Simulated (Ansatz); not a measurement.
A basis-limit estimate, worked out

An elementary step of SiNH$_{8}$OF, singlet (SiNH₅ ([NH2][SiH3]) + H₂O + HF → SiNH₅O ([NH2][SiH2][OH]) + HF + H₂; bonds formed: Si1–O7, H2–H8, H6–F9; bonds broken: Si1–H2, H6–O7, H8–F9). “Start” is the structure reached by relaxing down from the saddle towards the reactants; PBE0-D4/def2-TZVP structures. The saddle:

Si1  (-0.474, -0.630, 0.278)
H2  (0.794, 0.271, 1.044)
H3  (-1.455, -1.338, -0.631)
H4  (-0.128, -1.704, 1.243)
N5  (-1.435, 0.739, 0.583)
H6  (1.476, 0.069, -1.017)
O7  (0.738, -0.674, -1.100)
H8  (1.507, 0.731, 0.460)
F9  (2.195, 1.027, -0.375)
H10  (-1.155, 1.502, 1.175)
H11  (-2.404, 0.766, 0.310)
H12  (0.341, -0.757, -1.971)
(Å)

Computed with Ansatz 0.2.0 (basis: def2-TZVPP and def2-QZVPP); correlated methods freeze the cores.

Energies in eV:

| quantity | saddle | start |
| --- | --- | --- |
| Hartree–Fock, triple zeta (X = 3) | -14215.76211 | -14217.45047 |
| Hartree–Fock, quadruple zeta (X = 4) | -14216.32425 | -14218.01717 |
| MP2 correlation, X = 3 | -25.07477 | -24.30572 |
| MP2 correlation, X = 4 | -27.07445 | -26.30012 |
| CCSD(T) correlation, X = 3 | -26.77085 | -26.08188 |

(1) Work out the barrier at the basis limit: extrapolate Hartree–Fock as E(X) = E∞ + A exp(−7.88 √X) and the MP2 correlation as E(X) = E∞ + B X^−2.97 (the exponents that Neese and Valeev fitted for def2-TZVPP and QZVPP), then add CCSD(T) − MP2 in triple zeta.

The T1 diagnostic stays at or below 0.012.

## Answers

(1) Each step is linear, so take the differences first (saddle − start): Hartree–Fock 1.68836 (X = 3) and 1.69292 (X = 4); MP2 correlation -0.76905 and -0.77433; CCSD(T) correlation -0.68897.
Two points give E∞ = E(4) + w [E(4) − E(3)], with w = 1/(exp(7.88 (2 − √3)) − 1) = 0.1377 for Hartree–Fock and w = 1/((4/3)^2.97 − 1) = 0.7407 for the correlation.
Hartree–Fock: 1.69292 + 0.1377 × 0.00456 = 1.6935 eV.
MP2 correlation: -0.77433 + 0.7407 × (-0.00528) = -0.7782 eV.
CCSD(T) − MP2: -0.68897 − (-0.76905) = 0.0801 eV.
Sum: 1.6935 + (-0.7782) + 0.0801 = 0.9954 eV, or 22.95 kcal/mol. Plain CCSD(T) in triple zeta gives 0.9994 eV, so the larger basis shifts the result by -0.0040 eV.

Labels in which every atom is bracketed show which atoms are joined, not bond orders.

For scale, one of the runs: CCSD(T)/def2-TZVPP, 247 basis functions, launched by `ansatz run in.yaml --threads 4 --pin off --events-out ev --progress --plain --max-ram 9574MiB`. The run took 2.2 min on 4 CPU threads of an Arm Neoverse V1 (shared host), with 5.3 GiB of host memory at its peak.
